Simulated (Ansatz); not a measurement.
`C[Se][SnH3]` + H₂O → `[OH][SnH3]` + `C[SeH]` at 600 K and 1 bar (formal hydrolysis of the Sn–Se bond).

Gas-phase electronic energies from Ansatz, PBE0-D4/def2-TZVP geometries. CCSD(T)/CBS is the MP2 limit (def2-TZVPP, def2-QZVPP) plus CCSD(T) − MP2 in def2-TZVPP, frozen cores. This one scheme is used for every species. Elements past krypton have def2 core potentials. For Se, Sn outer-core shells are correlated without core-valence functions, which leaves a few kJ/mol of doubt a bond. Scalar relativity is left out up to krypton.

| species | CCSD(T)/CBS energy (Eh) | H − E (kJ/mol) | S (J/(mol·K)) |
| --- | --- | --- | --- |
| `C[Se][SnH3]` | -2656.39593 | 208.1 | 437.0 |
| H₂O | -76.37941 | 76.8 | 212.8 |
| `[OH][SnH3]` | -291.59405 | 126.1 | 344.5 |
| `C[SeH]` | -2441.15625 | 149.5 | 312.9 |

H − E and S are ideal-gas, rigid-rotor, harmonic terms from PBE0-D4/def2-TZVP. 1 Eh = 2625.50 kJ/mol, R = 8.31446 J/(mol·K).

Task: By hand: ΔE, ΔH, ΔS and ΔG.

Result: ΔE = (-291.59405) + (-2441.15625) − (-2656.39593) − (-76.37941) = 0.02504 Eh = 65.7 kJ/mol. Δ(H − E) = 126.1 + 149.5 − 208.1 − 76.8 = -9.3, so ΔH = 56.4 kJ/mol. ΔS = 344.5 + 312.9 − 437.0 − 212.8 = 7.6 J/(mol·K). ΔG = 56.4 − 600 × (7.6)/1000 = 51.8 kJ/mol.

Task: By hand: the equilibrium constant, and the temperature at which ΔG would vanish if ΔH and ΔS stayed fixed.

Result: log₁₀ K = −ΔG/(RT ln 10) = -4.5. ΔG = 0 at ΔH/ΔS = 7421 K, far beyond where these terms or the molecules hold.

The number of gas molecules stays the same, so ΔS is small and ΔH decides. A doubt of 5 kJ/mol in ΔE shifts log₁₀ K by 0.4 here. Modes under 60 cm⁻¹, often nearly free rotors, make the harmonic entropy too high. These are equilibria of isolated gas molecules and say nothing of rates. Largest T1 diagnostic: 0.014 (customary marks: 0.02 for closed shells, 0.045 for open ones).
